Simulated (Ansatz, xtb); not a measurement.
**Relative energy of two structures of ClF2GaH2Si2**

Structure a is a singlet given by its coordinates and structure b is a singlet given by its coordinates. Both are isolated molecules in the gas phase, relaxed with PBE0-D3(BJ)/pcseg-1.

a (Å):

```xyz
8

Cl   -0.5971   -2.1083   -1.6260
F    -3.2656    0.2476   -0.2135
F    -2.3818   -1.1306    1.8018
Ga    1.4142   -2.5804    0.3669
Si   -1.9959    0.0865    0.7877
Si   -0.0041   -0.5043   -0.2796
H    -1.9208    1.3275    1.6051
H     0.3333    0.6248   -1.2062
```

Close contacts (Å): Cl1–Ga4 2.87, Cl1–Si6 2.18, F2–Si5 1.62, F3–Si5 1.63, Ga4–Si6 2.60, Si5–Si6 2.34, Si5–H7 1.49, Si6–H8 1.50.

b (Å):

```yaml
atoms:
  - { symbol: Cl, position_ang: [0.6512, 0.3630, -1.3705] }
  - { symbol: F, position_ang: [-2.4256, -1.1975, 2.1383] }
  - { symbol: F, position_ang: [-2.8992, 0.6542, 0.3655] }
  - { symbol: Ga, position_ang: [-1.1056, -1.3018, -2.9682] }
  - { symbol: Si, position_ang: [-1.7009, -0.1238, 1.1514] }
  - { symbol: Si, position_ang: [-0.4624, -1.2792, -0.4547] }
  - { symbol: H, position_ang: [-1.0291, 0.8884, 2.0075] }
  - { symbol: H, position_ang: [0.5979, -2.0430, 0.2795] }
```

Close contacts (Å): Cl1–Ga4 2.90, Cl1–Si6 2.19, F2–Si5 1.63, F3–Si5 1.63, Ga4–Si6 2.59, Si5–Si6 2.33, Si5–H7 1.49, Si6–H8 1.50.

**Question.** Which of the two would you expect CCSD(T)/def2-SVP + ΔMP2/def2-TZVPP electronic energies to favour?

**Answer.** Too close to call at this level: CCSD(T)/def2-SVP + ΔMP2/def2-TZVPP gives E(b) − E(a) = −0.038 eV.

The same difference at several levels:

| level | geometry | E(b) − E(a) (eV) | departure from the last row (eV) | job, with rough time for the two |
| --- | --- | --- | --- | --- |
| PBE0-D3(BJ)/pcseg-1 | PBE0-D3(BJ)/pcseg-1 | −0.051 | −0.013 | optimisation, 87 s |
| HF/def2-SVP | PBE0-D3(BJ)/pcseg-1 | −0.066 | −0.028 | part of the CCSD(T) run |
| MP2/def2-SVP | PBE0-D3(BJ)/pcseg-1 | −0.041 | −0.004 | part of the CCSD(T) run |
| CCSD(T)/def2-SVP | PBE0-D3(BJ)/pcseg-1 | −0.043 | −0.005 | single point |
| CCSD(T)/def2-SVP + ΔMP2/def2-TZVPP | PBE0-D3(BJ)/pcseg-1 | −0.038 |  | single point, 37 s |

The largest departure from CCSD(T)/def2-SVP + ΔMP2/def2-TZVPP is that of HF/def2-SVP, 0.028 eV. Levels run at GFN2-xTB geometries aren't shown. The last row adds to CCSD(T) the change of the MP2 difference between the two basis sets, here +0.005 eV.

With harmonic frequencies from PBE0-D3(BJ)/pcseg-1 (ideal gas, rigid rotor, one conformer each, 298.15 K, 1 atm): on the last row, ΔE + ΔZPE = −0.039 eV. A mode under 50 cm⁻¹ makes harmonic enthalpies and free energies unreliable, so none is given.

The correlated steps freeze 26 core orbitals; the filled d shell of Ga is correlated, in a basis made for valence electrons. Run with Ansatz 0.2.0; the last row on 2 threads of Intel(R) Xeon(R) 6975P-C (Granite Rapids) on a shared host.
